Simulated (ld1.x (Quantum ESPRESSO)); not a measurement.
## nitrogen: one change to a TM potential, before and after

- Element: N
- Generator: ld1.x (Quantum ESPRESSO) 7.5
- Type: norm-conserving Troullier–Martins (Kleinman–Bylander form)
- Functional: BP86
- Relativity: scalar-relativistic
- Frozen core: [He]
- Valence charge: 5
- Reference configuration: 2s2 2p2.5 (charge +0.5)
- Partial waves: 2s (bound): rc 0.85 bohr; 2p (bound): rc 2.30 bohr; 3d channel at 0.05 Ry: rc 2.40 bohr
- Local potential: all-electron potential smoothed inside 0.75 bohr (lloc = -1)
- Core correction: none

Change: local potential the d channel.

Cutoffs: the cutoffs (Ry, on a coarse ladder) from which the occupation-weighted sum of valence levels, in a spherical-Bessel basis at the reference potential, stays within 10 and 1 mRy of its value at 400 Ry; they do not see the model core or the augmentation charge, which bear on the density cutoff. Errors are all-electron minus pseudo energies relative to the spin-unpolarised reference configuration.

Problem. How do hardness, ghosts and transferability respond?

Solution. The potential gets neither clearly harder nor softer (55 Ry and 140 Ry → 55 Ry and 140 Ry); of the 7 tests that both files solve, the error grows in 1 and shrinks in 0 by more than 15 % and 0.3 meV (median size 86.3 → 83.1 meV); the range in which the s phases agree narrows (upper end at the end of the scan → 0.5); the range in which the d phases agree widens (upper end 2.8 → 4.3); neither file shows a bound ghost.

```csv
quantity,base,changed
"cutoff, loose",55 Ry,55 Ry
"cutoff, tight",140 Ry,140 Ry
bound ghosts,none,none
"error for 2s2 2p3, meV [ΔE -5.14 eV]",+11,+13
"error for 2s2 2p2, meV [ΔE 8.54 eV]",+28,+30
"error for 2s2 2p1, meV [ΔE 37.46 eV]",+478,+495
"error for 2s1 2p4, meV [ΔE 6.37 eV]",+59,+60
"error for 2s0 2p5, meV [ΔE 17.90 eV]",+89,+89
"error for 2s2 2p0, meV [ΔE 84.57 eV]",+2143,+2177
"error for 2s1 2p3, meV [ΔE 20.34 eV]",-86,-83
s: phases at 2.61 bohr within 0.05 rad from the reference energy up to (Ry; the scan ends near 5),to the end of the scan,0.5
p: phases at 2.61 bohr within 0.05 rad from the reference energy up to (Ry; the scan ends near 5),0.6,0.7
d: phases at 2.61 bohr within 0.05 rad from the reference energy up to (Ry; the scan ends near 5),2.8,4.3
```
